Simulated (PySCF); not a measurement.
**Question.** Give a GFN2-xTB geometry of `O=C(C1CC1)C1CC1`.

**Answer.** 
Z-matrix in Å and degrees, rows numbered from 1:
```
O 
C   1  1.2135
C   2  1.4851  1  122.28
C   3  1.5108  2  117.83  1    26.58
C   4  1.4834  3   60.74  2  -106.47
C   2  1.4847  1  122.21  3  -179.16
C   6  1.5123  2  117.73  1   -33.53
C   7  1.4831  6   60.65  2   106.53
H   3  1.0816  2  115.85  1   173.95
H   4  1.0793  3  116.12  5   108.63
H   4  1.0790  3  117.62  5  -109.82
H   5  1.0794  3  116.42  4  -108.61
H   5  1.0794  3  117.56  4   109.94
H   6  1.0815  2  115.87  1   179.58
H   7  1.0793  6  116.26  8  -108.60
H   7  1.0794  6  117.52  8   109.88
H   8  1.0791  6  117.65  7  -109.91
H   8  1.0793  6  116.15  7   108.51
```

Of the pairs four or more bonds apart, H9···H14 is among the closest relative to their van der Waals radii: 2.28 Å, 95 % of the sum of Bondi's values. The 3-membered ring C3–C4–C5 has internal angles of 58.7° to 60.7°. The 3-membered ring C6–C7–C8 has internal angles of 58.7° to 60.6°. The 8 C–C bonds span 1.483 Å (C7–C8, drawn single) to 1.514 Å (C3–C5, drawn single), a spread of 0.031 Å.

Computed geometry: GFN2-xTB, gas phase.

Stationary, but not proved a minimum. One conformer, not necessarily the lowest (O1–C2–C3–C4 27°, O1–C2–C6–C7 -34°).
